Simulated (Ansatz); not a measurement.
A series at Si: from `[SiH3][SiH2][SiH2][GeH3]`, ligands are replaced one by one, each step taking up H₂ and setting free SiH₄; n counts the steps. Ansatz, PBE0-D4/def2-TZVP geometries. Each molecule was computed in one conformer, which needn't be the lowest.

```json
{"n": "0", "molecule": "`[SiH3][SiH2][SiH2][GeH3]`", "HOMO energy, ωB97M-V/def2-TZVPP (eV)": "-9.84"}
{"n": "1", "molecule": "`[SiH3][SiH2][GeH3]`", "HOMO energy, ωB97M-V/def2-TZVPP (eV)": "?"}
{"n": "2", "molecule": "`[SiH3][GeH3]`", "HOMO energy, ωB97M-V/def2-TZVPP (eV)": "-10.34"}
{"n": "3", "molecule": "GeH₄", "HOMO energy, ωB97M-V/def2-TZVPP (eV)": "-11.91"}
```

Question: By hand: fit a straight line y = ȳ + b (n − n̄) to the 3 given rows and predict n = 1.

Answer: n̄ = 1.667, ȳ = -10.697; Σ(n − n̄)(y − ȳ) = -2.927, Σ(n − n̄)² = 4.667, so b = -0.627 eV a step. Prediction: -10.697 + (-0.627) × (-0.667) = -10.28 eV.

Question: By hand: compare with the computed value, -9.95 eV, and give the steps along the whole series.

Answer: The line misses by 0.33 eV (computed minus predicted). Steps: -0.11, -0.39, -1.57 eV.

One step carries most of the change, so a line is a poor guide. The highest orbital can change its character along such a series. The miss is 15.9 % of the series' range.
